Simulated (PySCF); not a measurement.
Bi(Br)(SiH3)2 (BiBrH₆Si₂), SMILES [Bi]([Br])([SiH3])[SiH3].

The structure is a stationary point at PBE-D3(BJ)/def2-SVP. The def2 effective core potentials stand for the cores of Bi; spin–orbit coupling is left out.

The numbers are results of PySCF with PBE-D3(BJ)/def2-SVP, not measurements.

Frequencies are harmonic and unscaled.

### Question
Give all harmonic wavenumbers and intensities. (Estimate from the structure and the level; the computed values follow.)

### Answer

| mode | ν (cm⁻¹) | IR (km/mol) | moving atoms (share of kinetic energy) |
|---|---|---|---|
| 1 | 58 | 0.1 | Si 53 %, H 21 %, Br 18 % |
| 2 | 59 | 0.4 | Si 50 %, Br 26 %, H 16 % |
| 3 | 81 | 0.0 | H 95 % |
| 4 | 83 | 0.7 | Si 49 %, H 27 %, Bi 16 % |
| 5 | 118 | 0.1 | H 80 %, Si 18 % |
| 6 | 206 | 10.6 | Br 73 %, Bi 26 % |
| 7 | 266 | 0.0 | Si 78 %, Bi 13 %, H 9 % |
| 8 | 266 | 1.4 | Si 78 %, Bi 12 %, H 10 % |
| 9 | 434 | 1.1 | H 92 % |
| 10 | 453 | 6.5 | H 89 %, Si 10 % |
| 11 | 463 | 0.8 | H 90 %, Si 10 % |
| 12 | 496 | 0.2 | H 89 %, Si 10 % |
| 13 | 788 | 419.9 | H 92 %, Si 8 % |
| 14 | 823 | 239.0 | H 91 %, Si 9 % |
| 15 | 893 | 41.4 | H 97 % |
| 16 | 896 | 23.2 | H 97 % |
| 17 | 897 | 0.0 | H 97 % |
| 18 | 901 | 48.8 | H 97 % |
| 19 | 2135 | 62.0 | H 98 % |
| 20 | 2138 | 102.9 | H 98 % |
| 21 | 2166 | 44.9 | H 96 % |
| 22 | 2166 | 73.0 | H 96 % |
| 23 | 2179 | 46.4 | H 96 % |
| 24 | 2183 | 64.0 | H 96 % |
